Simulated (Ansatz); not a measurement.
Worked example: C5H12 + Sn(SH)2 → C4H10S + Sn(CH3)(SH)

Species: C5H12 `CC(C)(C)C`, singlet; Sn(SH)2, singlet; C4H10S (2-methyl-2-propanethiol) `CC(C)(C)S`, singlet; Sn(CH3)(SH), singlet. The partners trade CH3 for SH: C–CH3 and Sn–SH bonds give way to C–SH and Sn–CH3.

Shapes, held fixed at every level: PBE0-D4/def2-TZVP. Flexible molecules stand in one conformer, not always the lowest. Programs: Ansatz 0.2.0. Electronic energies: no zero-point or thermal term.

At CCSD(T)/def2-TZVPP; 1 Eh = 2625.50 kJ/mol:

| species | energy (Eh) |
| --- | --- |
| C5H12 | -197.402711 |
| Sn(SH)2 | -1010.397739 |
| C4H10S | -555.894219 |
| Sn(CH3)(SH) | -651.856818 |

Task: Work out ΔE of the reaction at this level.

Result: 
1. Products less reactants: (-555.894219) + (-651.856818) − [(-197.402711) + (-1010.397739)] = 0.049413 Eh = +129.7 kJ/mol.

Other levels give +131.2 (MP2/def2-TZVPP) to +137.2 kJ/mol (B3LYP-D4/def2-TZVPP). No measured value is set beside it here. For atoms past krypton def2 sets carry core potentials with scalar relativity. Outer-core shells of Sn are correlated in most correlated rows, in sets that cover them unevenly.
